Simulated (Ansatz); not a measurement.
Ansatz (a first-principles code) input file for GeSe, SMILES [Ge]=[Se] (connectivity only; charge and spin as stated), neutral, multiplicity 1, PBE0-D3(BJ)/def2-TZVP. 

Ansatz 0.2 input:
```yaml
crystal:
  periodic: [false, false, false]
  atoms:
    - {symbol: Ge, position_ang: [0.00000000, 0.00000000, -1.10899857]}
    - {symbol: Se, position_ang: [0.00000000, 0.00000000, 1.04376336]}
basis:
  gaussian:
    orbitals: def2-TZVP
hamiltonian:
  xc: pbe0
  dispersion: d3bj
relax: {f_tol: 0.002, max_steps: 200}
```

Program output:

```
WARN ansatz: RAYON_NUM_THREADS=1 ignored (pool sized by the plan → 1); use --threads N
Functional definition: PBE0
integrals: 0.03 GiB planned
813 factors; their error is unknown
mean field: 0.32 GiB planned
mean field evaluation 1: about -121851.7120 eV, gradient 2.2e1 eV
mean field evaluation 2: about -121839.4586 eV, gradient 6.5e1 eV
mean field evaluation 4: about -121853.1966 eV, gradient 2.2e0 eV
mean field evaluation 8: about -121853.2152 eV, gradient 3.0e-2 eV
mean field evaluation 16: about -121853.9068 eV, gradient 6.6e-6 eV
mean field -121853.90678858 eV, -4478.0484789359 hartree, gradient 6.6e-6 eV, S^2 0.000000; 0 other end points of the search recorded, 0 dependent functions left out
the calculation of the forces begins
reference -121853.90680623 eV, -4478.0484795842 hartree; 33, 33 occupied and 63, 63 virtual orbitals, 813 factors
relax step   1: F+E_penalty+E_count = -121853.94722520 eV  Δ(F+E_penalty+E_count) = +0.000e0 eV  max|allowed force component| = 2.975e-1 eV/Å  Δτ_max = 0.0000 Å  (28 SCF iters, accepted)
these checks for a lower state are left out or cut short: starts, cluster_reference, orbital_swaps, neighbouring_geometries, increment
integrals: 0.03 GiB planned
813 factors; their error is unknown
mean field: 0.32 GiB planned
mean field -121853.90852871 eV, -4478.0485428843 hartree, gradient 2.2e-5 eV, S^2 0.000000; 0 other end points of the search recorded, 0 dependent functions left out
the calculation of the forces begins
reference -121853.90854635 eV, -4478.0485435328 hartree; 33, 33 occupied and 63, 63 virtual orbitals, 813 factors
relax step   2: F+E_penalty+E_count = -121853.94897644 eV  Δ(F+E_penalty+E_count) = -1.751e-3 eV  max|allowed force component| = 7.650e-2 eV/Å  Δτ_max = 0.0078 Å  (32 SCF iters, accepted)
these checks for a lower state are left out or cut short: starts, cluster_reference, orbital_swaps, neighbouring_geometries, increment
integrals: 0.03 GiB planned
813 factors; their error is unknown
mean field: 0.32 GiB planned
mean field evaluation 32: about -121853.9086 eV, gradient 2.3e-5 eV
mean field -121853.90864929 eV, -4478.0485473155 hartree, gradient 2.3e-5 eV, S^2 0.000000; 0 other end points of the search recorded, 0 dependent functions left out
the calculation of the forces begins
reference -121853.90866693 eV, -4478.0485479640 hartree; 33, 33 occupied and 63, 63 virtual orbitals, 813 factors
relax step   3: F+E_penalty+E_count = -121853.94909480 eV  Δ(F+E_penalty+E_count) = -1.184e-4 eV  max|allowed force component| = 1.342e-3 eV/Å  Δτ_max = 0.0016 Å  (33 SCF iters, accepted)
integrals: 0.03 GiB planned
813 factors; their error is unknown
mean field: 0.32 GiB planned
mean field -121853.90864929 eV, -4478.0485473155 hartree, gradient 2.3e-5 eV, S^2 0.000000; 1 other end points of the search recorded, 0 dependent functions left out
the calculation of the forces begins
reference -121853.90866693 eV, -4478.0485479640 hartree; 33, 33 occupied and 63, 63 virtual orbitals, 813 factors
Total energy: -121853.94911245 eV, -4478.0500343091 hartree
Atom 0 at    -0.000000    -0.000000    -1.102796 Å, force     0.000000     0.000000     0.001342 eV/Å
Atom 1 at     0.000000     0.000000     1.037560 Å, force    -0.000000    -0.000000    -0.001342 eV/Å
Dipole moment:     0.000000    -0.000000    -0.395344 e Å
```

Self-consistency was reached.

Cost: about 8 core-seconds (a rough figure).
